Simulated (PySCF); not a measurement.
BHO, SMILES B=O.

Geometry: PBE0-D3(BJ)/def2-TZVPD.

Two levels are set side by side: TDA-PBE/def2-TZVPD (PySCF) and TDA-ωB97X/def2-TZVPD (PySCF). Vertical, same geometry. The lowest singlet is HOMO−1→LUMO+1 50 %, HOMO→LUMO 50 % with PBE and HOMO−1→LUMO+2 43 %, HOMO→LUMO+1 43 % with the other functional; states are paired by order. Differences are taken from unrounded values.

```json
[
 {"quantity": "lowest singlet excitation (eV)", "TDA-ωB97X": "8.12"},
 {"quantity": "lowest triplet excitation (TDA) (eV)", "TDA-ωB97X": "7.07"},
 {"quantity": "first bright state (f over 0.05) (eV)", "TDA-ωB97X": "9.79"},
 {"quantity": "its oscillator strength", "TDA-ωB97X": "0.11"}
]
```

### Question
What does TDA-PBE give, and how far is it from TDA-ωB97X? (The exact figures need the calculation; the answer reports its results.)

### Answer

```csv
quantity,TDA-PBE,TDA-PBE minus TDA-ωB97X
lowest singlet excitation (eV),7.82,-0.29
lowest triplet excitation (TDA) (eV),6.66,-0.40
first bright state (f over 0.05) (eV),8.93,-0.86
its oscillator strength,0.07,-0.03
```

A lower first singlet is the usual sign of a functional without exact exchange. Differences between two approximate levels are no errors against the true value.

Rough cost on one machine, each run with all the roots and properties that it gave: TDA-ωB97X against TDA-PBE about 3 times.
